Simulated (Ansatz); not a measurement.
Sr2O3. Total charge 0; singlet. Geometry PBE0-D4/def2-SVP.

```tsv
atom	x (Å)	y (Å)	z (Å)
Sr1	1.374	-0.850	-0.340
Sr2	-0.977	1.312	0.224
O3	-0.569	-0.864	0.941
O4	-0.947	-0.899	-0.501
O5	1.118	1.300	-0.324
```

In the def2 sets Sr takes a core potential; there is no spin–orbit coupling. The structure holds one bond between oxygen atoms, so isomers without such links may lie far lower. The structure comes from a short search, and lower isomers may exist.

Problem. Estimate the orbital energies around the gap (eV) in Ansatz with HF/def2-TZVP, LDA (SPW92)/def2-TZVP, PBE-D4/def2-TZVPD, r2SCAN-D4/def2-TZVP, PBE0-D4/def2-TZVP.

Solution. 
```json
{"orbital": "HOMO−9", "HF/def2-TZVP": "-25.93", "LDA (SPW92)/def2-TZVP": "-16.91", "PBE-D4/def2-TZVPD": "-16.97", "r2SCAN-D4/def2-TZVP": "-17.92", "PBE0-D4/def2-TZVP": "-19.46"}
{"orbital": "HOMO−8", "HF/def2-TZVP": "-24.75", "LDA (SPW92)/def2-TZVP": "-16.76", "PBE-D4/def2-TZVPD": "-16.83", "r2SCAN-D4/def2-TZVP": "-17.67", "PBE0-D4/def2-TZVP": "-19.09"}
{"orbital": "HOMO−7", "HF/def2-TZVP": "-12.69", "LDA (SPW92)/def2-TZVP": "-8.39", "PBE-D4/def2-TZVPD": "-8.06", "r2SCAN-D4/def2-TZVP": "-8.12", "PBE0-D4/def2-TZVP": "-9.13"}
{"orbital": "HOMO−6", "HF/def2-TZVP": "-12.63", "LDA (SPW92)/def2-TZVP": "-7.15", "PBE-D4/def2-TZVPD": "-6.84", "r2SCAN-D4/def2-TZVP": "-7.04", "PBE0-D4/def2-TZVP": "-8.41"}
{"orbital": "HOMO−5", "HF/def2-TZVP": "-11.60", "LDA (SPW92)/def2-TZVP": "-6.99", "PBE-D4/def2-TZVPD": "-6.68", "r2SCAN-D4/def2-TZVP": "-6.87", "PBE0-D4/def2-TZVP": "-8.26"}
{"orbital": "HOMO−4", "HF/def2-TZVP": "-8.73", "LDA (SPW92)/def2-TZVP": "-4.41", "PBE-D4/def2-TZVPD": "-4.11", "r2SCAN-D4/def2-TZVP": "-4.17", "PBE0-D4/def2-TZVP": "-5.31"}
{"orbital": "HOMO−3", "HF/def2-TZVP": "-8.72", "LDA (SPW92)/def2-TZVP": "-4.37", "PBE-D4/def2-TZVPD": "-4.08", "r2SCAN-D4/def2-TZVP": "-4.10", "PBE0-D4/def2-TZVP": "-5.27"}
{"orbital": "HOMO−2", "HF/def2-TZVP": "-8.46", "LDA (SPW92)/def2-TZVP": "-4.20", "PBE-D4/def2-TZVPD": "-3.92", "r2SCAN-D4/def2-TZVP": "-3.93", "PBE0-D4/def2-TZVP": "-5.06"}
{"orbital": "HOMO−1", "HF/def2-TZVP": "-8.17", "LDA (SPW92)/def2-TZVP": "-3.94", "PBE-D4/def2-TZVPD": "-3.65", "r2SCAN-D4/def2-TZVP": "-3.73", "PBE0-D4/def2-TZVP": "-4.99"}
{"orbital": "HOMO", "HF/def2-TZVP": "-7.83", "LDA (SPW92)/def2-TZVP": "-3.48", "PBE-D4/def2-TZVPD": "-3.23", "r2SCAN-D4/def2-TZVP": "-3.28", "PBE0-D4/def2-TZVP": "-4.52"}
{"orbital": "LUMO", "HF/def2-TZVP": "0.29", "LDA (SPW92)/def2-TZVP": "-1.53", "PBE-D4/def2-TZVPD": "-1.49", "r2SCAN-D4/def2-TZVP": "-0.92", "PBE0-D4/def2-TZVP": "-0.94"}
{"orbital": "LUMO+1", "HF/def2-TZVP": "0.36", "LDA (SPW92)/def2-TZVP": "-1.23", "PBE-D4/def2-TZVPD": "-1.22", "r2SCAN-D4/def2-TZVP": "-0.67", "PBE0-D4/def2-TZVP": "-0.72"}
{"orbital": "LUMO+2", "HF/def2-TZVP": "1.30", "LDA (SPW92)/def2-TZVP": "-0.26", "PBE-D4/def2-TZVPD": "-0.24", "r2SCAN-D4/def2-TZVP": "0.23", "PBE0-D4/def2-TZVP": "0.26"}
{"orbital": "LUMO+3", "HF/def2-TZVP": "1.55", "LDA (SPW92)/def2-TZVP": "0.13", "PBE-D4/def2-TZVPD": "0.11", "r2SCAN-D4/def2-TZVP": "0.59", "PBE0-D4/def2-TZVP": "0.57"}
{"orbital": "LUMO+4", "HF/def2-TZVP": "1.78", "LDA (SPW92)/def2-TZVP": "0.14", "PBE-D4/def2-TZVPD": "0.21", "r2SCAN-D4/def2-TZVP": "0.70", "PBE0-D4/def2-TZVP": "0.74"}
{"orbital": "LUMO+5", "HF/def2-TZVP": "1.83", "LDA (SPW92)/def2-TZVP": "0.23", "PBE-D4/def2-TZVPD": "0.22", "r2SCAN-D4/def2-TZVP": "0.74", "PBE0-D4/def2-TZVP": "0.76"}
```
